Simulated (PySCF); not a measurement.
**Cl⁵⁺: ionisation energy**

Cl⁵⁺ [Ne] 3s2 (1S) → Cl⁶⁺ [Ne] 3s1 (2S), as a difference of total energies. All numbers are calculated (PySCF 2.14, the spin-free X2C one-electron Hamiltonian (Gaussian nucleus), in an uncontracted even-tempered set (19 s from 0.19 bohr⁻², ratio 2.5; 12 p from 0.24 bohr⁻², ratio 2.5; 5 d from 1.2 bohr⁻², ratio 2.7; 5 f from 1.8 bohr⁻², ratio 2.7)). Correlated levels: outer shells: 1s2 frozen; virtual orbitals above 40 to 60 times the deepest correlated orbital energy dropped. The calculations carry no spin-orbit coupling.

| method | ionisation energy (eV) |
| --- | --- |
| UHF | 94.974 |
| MP2 (outer shells) | 96.531 |
| SCS-MP2 (outer shells) | 96.679 |
| CCSD (outer shells) | 96.814 |
| CCSD(T) (outer shells) | 96.864 |

Question: Which method comes closest to the reference value, and which is furthest?

Answer: The reference is 96.94 ± 0.04 eV (semi-empirical (NIST evaluation); NIST Atomic Spectra Database, ionization energies). Closest: CCSD(T) (outer shells) (error -0.076 eV); furthest: UHF (error -1.966 eV).
